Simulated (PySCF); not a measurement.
# Two-component Hartree-Fock for Ge (germanium, neutral)

Start: [Ar] 3d10 4s2 4p1 4d1; 4p3/2 filled at m_j = +3/2; 4d5/2 filled at m_j = +5/2. Calculated with PySCF 2.14 in x2c-SVPall-2c with one added diffuse shell each of s, p, d type (6s7p4d, 47 functions): generalised Hartree-Fock with the X2C-1e Hamiltonian and a Gaussian nucleus; one run each with spin-orbit coupling (SO) switched off, then screened by Boettger's factors. This is a chosen level, not necessarily the ground level.

```tsv
spinor shell	electrons	ε, spin-free (eV)	ε, screened SO (eV)	weight of nominal j (screened SO)	rms radius, screened SO (bohr)
1s1/2	2	-11178.1	-11178.0	1.000	0.0542
2s1/2	2	-1456.2	-1456.2	1.000	0.227
2p1/2	2	-1268.6	-1290.5	1.000	0.201
3s1/2	2	-204.61	-204.65	1.000	0.668
3p1/2	2	-144.87	-147.97	0.999	0.695
3p3/2	4	-144.87	-143.43	1.000	0.704
3d3/2	4	-46.722	-47.127	0.983	0.811
3d5/2	6	-46.722	-46.522	0.989	0.817
4s1/2	2	-17.276	-17.300	0.999	2.27
4p3/2	1	-10.067	-10.003	1.000	3.06
4d5/2	1	-0.845	-0.855	1.000	4.64
```

Task: Where does 2p3/2 lie, and what is the 2p spin-orbit splitting (screened SO)?

Result: At -1258.0 eV, 32.452 eV above 2p1/2.

```
   quantity    spin-free  screened SO
E (hartree)  -2096.43794  -2096.49671
        M_J            4            4
       ⟨J²⟩       20.017       20.017
       ⟨L²⟩       12.013       12.014
       ⟨S²⟩        2.005        2.006
```

Each row is a mean over spinors that exchange with the open shell spreads, by up to 2.223 eV (4s1/2).

Without spin-orbit coupling the j labels of p, d and f shells carry no meaning; the spin-free column gives the mean over the occupied spinors of each nl shell.
